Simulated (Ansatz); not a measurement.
Consider the homolysis of the C–Ga bond: `[CH3][GaH][NH2]` → `[CH3]`• + `[NH2][GaH]`•.

Program: Ansatz. Geometries: PBE0-D4/def2-TZVP. ΔE: electronic, gas phase. CCSD(T)/CBS adds triple-zeta CCSD(T) − MP2 to the extrapolated MP2 energy (def2 sets, frozen cores). This one scheme is used for every species. Functionals use def2-TZVPP. No spin–orbit coupling; open shells (•) take unrestricted orbitals. For Ga outer-core shells are correlated without core-valence functions, which leaves a few kJ/mol of doubt a bond. Scalar relativity is left out up to krypton. One conformer a species, not always the lowest.

CCSD(T)/CBS gives +354.3 kJ/mol.

Q: Another level gave +346.6 kJ/mol. Which?
A. LC-ωPBE/def2-TZVPP
B. SCS-MP2/def2-TZVPP
C. r2SCAN0-D4/def2-TZVPP
D. PBE/def2-TZVPP

A: B. SCS-MP2/def2-TZVPP 346.6, PBE 327.8, r2SCAN0-D4 314.5, LC-ωPBE 332.5 kJ/mol.

Largest T1 diagnostic among the species: 0.016.

At CCSD(T), def2-SVP lies −28.4 kJ/mol from the extrapolated value and def2-TZVPP −14.4 kJ/mol: correlation converges slowly with the basis, and small sets miss more of it in the bonded molecule than in its fragments. From BLYP to BHLYP (50 % exact exchange), in def2-TZVPP and without D4, ΔE moves by +5.4 kJ/mol. In def2-TZVPP, CCSD(T) changes the Hartree–Fock value by +116.2 kJ/mol (the triples alone add +8.6 kJ/mol) and MP2 by +128.7 kJ/mol; breaking electron pairs costs correlation energy, which Hartree–Fock lacks.
